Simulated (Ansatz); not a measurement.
Li₃Br₃⁻, 6 atoms. Hardware: 4 threads of Arm Neoverse V2 on a shared host.

Correlated methods freeze 27 core orbitals; core or outer-core shells of Li, Br are correlated, in sets that lack core-valence functions.

Q: How many basis functions does each of these Ansatz runs have, and roughly what does it cost? PBE-QIDH/def2-TZVPD, charge -1 doublet, energy, from earlier orbitals; r2SCAN-D4/def2-SVPD, charge -1 doublet, relaxation, 18 steps; MP2/def2-TZVPD, charge -1 doublet, energy, from earlier orbitals; PBE0-D4/def2-TZVPD, charge -1 doublet, energy, from earlier orbitals; HF/STO-3G, charge -1 doublet, energy; LC-ωPBE/def2-TZVPD, charge -1 doublet, energy, from earlier orbitals; r2SCANh-D4/def2-TZVPD, charge -1 doublet, energy, from earlier orbitals; RPA@PBE/def2-TZVPD, charge -1 doublet, energy, from earlier orbitals; PBE-D4/def2-TZVPD, charge -1 doublet, energy and forces, from earlier orbitals; PBE0-D4/def2-SVP, charge -1 doublet, energy with a search over starts; r2SCAN-D4/def2-TZVPD, charge -1 doublet, energy, from earlier orbitals.

A: Other jobs shared the machine, so times can vary by a factor of up to 3. A dash marks memory too small to be measured apart from the calling script's.

```csv
run,functions,fitting or Cholesky vectors,wall time,peak host memory (GiB)
"HF/STO-3G, charge -1 doublet, energy",69,709,0.5 s,–
"PBE0-D4/def2-SVP, charge -1 doublet, energy with a search over starts",123,1305,6 s,–
"PBE-D4/def2-TZVPD, charge -1 doublet, energy and forces, from earlier orbitals",222,1755,6.5 s,–
"MP2/def2-TZVPD, charge -1 doublet, energy, from earlier orbitals",222,1641,8 s,0.87
"LC-ωPBE/def2-TZVPD, charge -1 doublet, energy, from earlier orbitals",222,1755,8 s,0.77
"RPA@PBE/def2-TZVPD, charge -1 doublet, energy, from earlier orbitals",222,1641,11 s,0.67
"PBE0-D4/def2-TZVPD, charge -1 doublet, energy, from earlier orbitals",222,1641,11 s,0.93
"PBE-QIDH/def2-TZVPD, charge -1 doublet, energy, from earlier orbitals",222,1641,14 s,0.91
"r2SCAN-D4/def2-TZVPD, charge -1 doublet, energy, from earlier orbitals",222,1755,15 s,–
"r2SCANh-D4/def2-TZVPD, charge -1 doublet, energy, from earlier orbitals",222,1641,18 s,1
"r2SCAN-D4/def2-SVPD, charge -1 doublet, relaxation, 18 steps",159,1764,1.8 min,–
```
